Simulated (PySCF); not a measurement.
Field gradients from PBE0/pcSseg-1 densities (PySCF, non-relativistic) at GFN2-xTB geometries, isolated species, one conformer each; χzz is the principal value of largest magnitude, with Q(14N) = 0.02044 b, Q(17O) = −0.0256 b. Where η is near 1, a small change in the tensor can flip the sign of χzz. GFN2-xTB bond lengths can be off by several hundredths of an ångström, more for odd bonds, and the gradients follow them. These gradients aren't converged with respect to the basis.

Question: Rank these 14N sites by the size of the quadrupole coupling, smallest first.
A. The imine nitrogen of `C/N=C/C1COC1`
B. The secondary amine nitrogen of `COC1=CCNC1`
C. The primary amine nitrogen of `C[C@@H](CN)[S@@+](C)CF`
D. N5 (ring nitrogen) in `[CH2:1]=[CH:2][c:3]1[cH:4][n:5][n:6][n-:7]1`
E. The primary amine nitrogen of `C=CC(=O)CCN`
F. The nitrogen bridging silicon atoms of `CCCCN([SiH3])[SiH2][SiH3]`

Answer: F (3.941 MHz), C (4.606 MHz), D (4.862 MHz), A (5.384 MHz), E (5.624 MHz), B (6.044 MHz).

These 17O couplings (χzz in MHz, η) are listed in rising order: (8.847, 0.16); (11.16, 0.98); (12.54, 0.82). Assign them to: the alcohol oxygen of `[H]/N=C1\C[C@@H](C)[C@H]1O`; the cyclic ether oxygen of `C/N=C/C1COC1`; the amide oxygen of `CNC(=O)C1CC1`.

8.847 MHz, η 0.16: the amide oxygen of `CNC(=O)C1CC1`; 11.16 MHz, η 0.98: the alcohol oxygen of `[H]/N=C1\C[C@@H](C)[C@H]1O`; 12.54 MHz, η 0.82: the cyclic ether oxygen of `C/N=C/C1COC1`.

All sites together:

```tsv
nucleus	site	Vzz (au)	η	χzz (MHz)
14N	the secondary amine nitrogen of COC1=CCNC1	-1.259	0.15	-6.044
14N	N5 (ring nitrogen) in [CH2:1]=[CH:2][c:3]1[cH:4][n:5][n:6][n-:7]1	-1.012	0.16	-4.862
14N	the nitrogen bridging silicon atoms of CCCCN([SiH3])[SiH2][SiH3]	-0.821	0.54	-3.941
14N	the imine nitrogen of C/N=C/C1COC1	-1.121	0.38	-5.384
14N	the primary amine nitrogen of C[C@@H](CN)[S@@+](C)CF	-0.959	0.23	-4.606
14N	the primary amine nitrogen of C=CC(=O)CCN	-1.171	0.10	-5.624
17O	the alcohol oxygen of [H]/N=C1\C[C@@H](C)[C@H]1O	-1.855	0.98	11.16
17O	the cyclic ether oxygen of C/N=C/C1COC1	-2.085	0.82	12.54
17O	the amide oxygen of CNC(=O)C1CC1	-1.471	0.16	8.847
```
